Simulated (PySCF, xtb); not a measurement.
Pb(Cl)2 cation (Cl2Pb), SMILES [Cl][Pb][Cl] (connectivity only; charge and spin as stated), charge +1, multiplicity 2.

Harmonic wavenumbers (cm⁻¹) from GFN2-xTB (xtb) at its own minimum, in rising order: 141, 199, 266.

**Question.** What does PBE-D3(BJ)/def2-TZVP run with PySCF give at its own minimum? (The exact figures need the calculation; the answer reports its results.)

**Answer.** 170, 223, 301. Paired by order, the mean absolute difference is 30 cm⁻¹ and the zero-point energies are 0.9 and 1.0 kcal/mol.
